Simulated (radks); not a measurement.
Task: Species: Ga22+. Configuration: [He] 2s2 2p5. Calculated with a radial shooting solver on a logarithmic mesh with Libxc functionals: Dirac Kohn-Sham, exchange-only PBE, spin-unpolarised, spherical densities, finite nucleus; open shells fill j = l - 1/2 first; Fermi nuclear charge, rms radius 3.9973 fm. Some entries of the table are withheld. Estimate them.

orbital  occ.  eigenvalue (hartree)  <r^2> (bohr^2)  <1/r> (bohr^-1)
1s1/2       2             -415.0017        0.003168            31.33
2s1/2       2             -81.80372         0.05239            7.104
2p1/2       2             -77.19590             (1)              (2)
2p3/2       3             -76.10057             (3)              (4)

Result: 
(1) 2p1/2 <r^2> (bohr^2): 0.04011
(2) 2p1/2 <1/r> (bohr^-1): 7.051
(3) 2p3/2 <r^2> (bohr^2): 0.04141
(4) 2p3/2 <1/r> (bohr^-1): 6.874
